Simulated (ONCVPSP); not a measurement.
Configuration tests for As (Z = 33) (ONCV)

arsenic, optimised norm-conserving Vanderbilt (ONCV), made with ONCVPSP 4.0.1 (PBEsol, scalar-relativistic). Core [Ne], reference 3s2 3p6 3d10 4s2 4p1 (charge +2). Waves: 3s+4s: rc 1.05 bohr, ncon 4, nbas 7, qcut 13.6 1/bohr, 2 projectors; 3p+4p: rc 0.90 bohr, ncon 4, nbas 7, qcut 18.4 1/bohr, 2 projectors; 3d: rc 0.90 bohr, ncon 3, nbas 7, qcut 19.6 1/bohr, local. Local part: the d channel. Core correction: none.

Energies are relative to the spin-unpolarised reference configuration 3s2 3p6 3d10 4s2 4p1; without spin polarisation the order of configurations can differ from experiment.

Question: Give the all-electron excitation energy and the error of the potential for: 3s2 3p6 3d10 4s2 4p3; 3s2 3p6 3d10 4s2 4p2; 3s2 3p6 3d10 4s2 4p0; 3s2 3p5 3d10 4s2 4p3.

Answer:

```tsv
valence configuration	charge	ΔE all-electron (eV)	error AE − PS (meV)
3s2 3p6 3d10 4s2 4p3	0	-27.100	+2.9
3s2 3p6 3d10 4s2 4p2	+1	-17.942	+1.9
3s2 3p6 3d10 4s2 4p0	+3	27.724	-2.9
3s2 3p5 3d10 4s2 4p3	+1	117.101	-119
```

Levels in the configuration 3s2 3p6 3d10 4s2 4p3:

```tsv
level	all-electron (eV)	pseudo (eV)
3s	-189.906	-189.899
3p	-133.467	-133.469
3d	-40.643	-40.639
4s	-14.503	-14.503
4p	-5.197	-5.196
```

Note: ghosts flagged at negative energy: s at -147529.3 eV; no localised positive-energy state flagged. A true bound ghost makes a file unfit for plane-wave use.
